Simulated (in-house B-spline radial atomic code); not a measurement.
Configurations of Cu3+, with energies counted from [Ar] (3d3/2)4 (3d5/2)4. Computed with an all-electron radial atomic-structure program (B-spline basis): Dirac-Hartree-Fock, average of each configuration as written, Fermi nucleus of rms radius 3.8823 fm. Energies include first-order Breit, QED and recoil terms.

Occupations are held fixed; configurations that lie above the ionisation limit could autoionise.

```
                                        configuration  E - E(ref) (eV)  highest orbital  its <r> (bohr)
                               [Ar] (3d3/2)3 (3d5/2)5           0.4632            3d5/2          0.8472
                      [Ar] (3d3/2)4 (3d5/2)3 (6p3/2)1           46.671            6p3/2           7.895
                      [Ar] (3d3/2)3 (3d5/2)4 (5f5/2)1           48.684            5f5/2           7.757
                      [Ar] (3d3/2)1 (3d5/2)6 (7g9/2)1           52.832            7g9/2           15.87
[Ne] 3s2 (3p1/2)1 (3p3/2)4 (3d3/2)3 (3d5/2)5 (4f5/2)1           121.96            4f5/2           4.422
     [Ne] 3s2 (3p1/2)1 (3p3/2)4 (3d3/2)2 (3d5/2)6 7s1           125.66            7s1/2           10.75
```

Question: Order these further configurations by energy, lowest first.
A. [Ar] (3d3/2)4 (3d5/2)3 (6g9/2)1
B. [Ar] (3d3/2)1 (3d5/2)6 6s1
C. [Ne] 3s2 (3p1/2)2 (3p3/2)3 (3d3/2)4 (3d5/2)4 (6d3/2)1
D. [Ne] 3s2 (3p1/2)1 (3p3/2)4 (3d3/2)2 (3d5/2)6 5s1
E. [Ne] 3s2 (3p1/2)1 (3p3/2)4 (3d3/2)4 (3d5/2)4 (6g7/2)1

Answer: B (45.733 eV), A (50.72 eV), D (113.65 eV), C (124.13 eV), E (131.48 eV).

Question: How far above the reference does [Ne] 3s2 (3p1/2)1 (3p3/2)4 (3d3/2)3 (3d5/2)5 (7f5/2)1 lie?

Answer: 131.19 eV; its least bound orbital is 7f5/2 with <r> = 16.69 bohr.
